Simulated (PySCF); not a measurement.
**Computed properties of CH8N2OSi2, SMILES N[Si@]1(O)CN[SiH2]1**

CH₈N₂OSi₂, SMILES N[Si@]1(O)CN[SiH2]1. Coordinates come from a B3LYP-D3(BJ)/def2-SVP optimisation. The structure was generated by enumeration; whether it is a known compound was not checked. Other conformers were not sampled. All values are computed for the isolated molecule unless a solvent is named; none is compared with measurement here.

**Structure.** All 36 harmonic modes at B3LYP-D3(BJ)/def2-SVP (PySCF) are real, so it is a minimum. With heavy atoms numbered as in [NH2:1][Si@:2]1([OH:3])[CH2:4][NH:5][SiH2:6]1, the shortest bond between them is C4–N5 at 1.472 Å and the longest Si2–Si6 at 2.348 Å.

**Vibrations.** The strongest infrared lines (harmonic, unscaled, degenerate partners summed) lie at 878 cm⁻¹ (209 km/mol, Si 38 %, O 29 %, H 24 %, N 9 %), 823 cm⁻¹ (193 km/mol, H 58 %, N 23 %, Si 11 %), 2146 cm⁻¹ (191 km/mol, H 96 %). The softest mode is at 54 cm⁻¹ and the zero-point energy is 63.2 kcal/mol.

**Electronic structure.** PBE0/def2-TZVP (PySCF) places the frontier levels at -6.55 and 0.05 eV, a gap of 6.60 eV, and gives a dipole moment of 0.90 D and a mean polarisability of 81.3 bohr³. PBE/def2-TZVP (PySCF) at the same geometry gives -5.22 and -0.77 eV, so its gap is 2.15 eV narrower. An orbital gap is neither the optical nor the fundamental gap.

**Excitations.** TDA-PBE0/def2-SVPD (PySCF) has S1 at 5.23 eV (237 nm, f = 0.002, weak); the most intense of the 10 singlets computed lies at 6.21 eV (f = 0.07). T1 (TDA) is at 4.90 eV, 0.33 eV under S1. TDA-PBE/def2-SVPD (PySCF) puts S1 at 4.58 eV. No vertical singlet excitation falls in the visible range (under 3.1 eV).

**NMR.** GIAO shifts at B3LYP/pcSseg-1 (PySCF) (non-relativistic, atoms alike by connectivity averaged): ¹³C at 62.6 ppm against TMS; ¹H from 0.2 to 5.6 ppm against TMS; ²⁹Si from -18.0 to 14.6 ppm against TMS.

**Solvation.** SMD-M06-2X/def2-SVP (PySCF) gives -5.0 kcal/mol in water, -4.9 kcal/mol in dimethylsulfoxide, -5.5 kcal/mol in N,N-dimethylformamide (1 M in both phases, gas-phase geometry).
